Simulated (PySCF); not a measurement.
## Gallium: highly charged ions in a basis for the neutral atom

Ga¹⁵⁺ [Ne] 3s2 3p4, Ga¹⁶⁺ [Ne] 3s2 3p3. Calculation: PySCF 2.14, in aug-cc-pVDZ-PP with ECP10MDF (5s4p3d, 32 functions); a scalar-relativistic core potential. No spin-orbit coupling, so a gap to NIST mixes the basis error with missing relativistic terms.

Changed run: basis of the neutral atom used for a highly charged ion. This setting is unsound on purpose.

| species | method | sound run (hartree) | changed run (hartree) | converged |
| --- | --- | --- | --- | --- |
| Ga¹⁵⁺ | UHF | not run | -144.30749 | yes |
| Ga¹⁵⁺ | BP86 | not run | -144.56586 | yes |
| Ga¹⁵⁺ | TPSS | not run | -144.55156 | yes |
| Ga¹⁶⁺ | UHF | not run | -124.33835 | yes |
| Ga¹⁶⁺ | BP86 | not run | -124.52360 | yes |
| Ga¹⁶⁺ | TPSS | not run | -124.51343 | yes |

Ionisation energy of Ga¹⁵⁺:

```csv
method,changed run (eV),NIST (eV)
UHF,543.39,548.3 ± 0.7
BP86,545.38,548.3 ± 0.7
TPSS,545.27,548.3 ± 0.7
```

The contracted functions were made for the neutral atom and can be too rigid for a highly charged ion.
